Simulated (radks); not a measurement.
The numbers below are computed, except where a source is named.
Task: Ba III, 54 electrons, occupied as [Xe]. Level of theory: Dirac Kohn-Sham, BLYP, spin-unpolarised, spherical densities, point nucleus; speed of light set to 171.295 atomic units (1.25 times the physical value, a model run) (a radial shooting solver on a logarithmic mesh with Libxc functionals). Some entries of the table are withheld. Estimate them.

orbital  occ.  eigenvalue (hartree)  <1/r> (bohr^-1)
1s1/2       2                   (1)            58.66
2s1/2       2             -210.8302              (2)
2p1/2       2             -198.7644              (3)
2p3/2       4             -190.1293              (4)
3s1/2       2             -44.83883            4.959
3p1/2       2             -39.73692            4.879
3p3/2       4             -38.07341            4.693
3d3/2       4             -28.91451            4.560
3d5/2       6             -28.54448            4.510
4s1/2       2              -9.13560              (5)
4p1/2       2              -7.27855              (6)
4p3/2       4              -6.93126              (7)
4d3/2       4              -3.82550            1.667
4d5/2       6              -3.76375            1.651
5s1/2       2              -1.64402           0.7959
5p1/2       2              -1.15883           0.6979
5p3/2       4              -1.11063           0.6769

Result: 
(1) 1s1/2 eigenvalue (hartree): -1345.521
(2) 2s1/2 <1/r> (bohr^-1): 13.67
(3) 2p1/2 <1/r> (bohr^-1): 13.67
(4) 2p3/2 <1/r> (bohr^-1): 12.92
(5) 4s1/2 <1/r> (bohr^-1): 2.052
(6) 4p1/2 <1/r> (bohr^-1): 1.951
(7) 4p3/2 <1/r> (bohr^-1): 1.889
